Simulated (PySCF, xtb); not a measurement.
HfCl₂I₂, SMILES [Cl][Hf]([Cl])([I])[I], multiplicity 1.

GFN2-xTB (xtb 6.7.1) at its own geometry gives an orbital gap of 3.17 eV and a dipole moment of 5.48 D.

Geometry optimised at PBE-D3(BJ)/def2-SVP. The spin state was assumed, not searched. The structure was generated by enumeration; whether it is a known compound was not checked. The def2 effective core potentials stand for the cores of Hf, I; spin–orbit coupling is left out.

### Question
What does r2SCAN/def2-TZVP (PySCF) give? (An estimate is asked for; the answer gives what the named calculation found.)

### Answer
gap 4.17 eV (levels -7.33 and -3.16 eV), dipole 0.51 D.
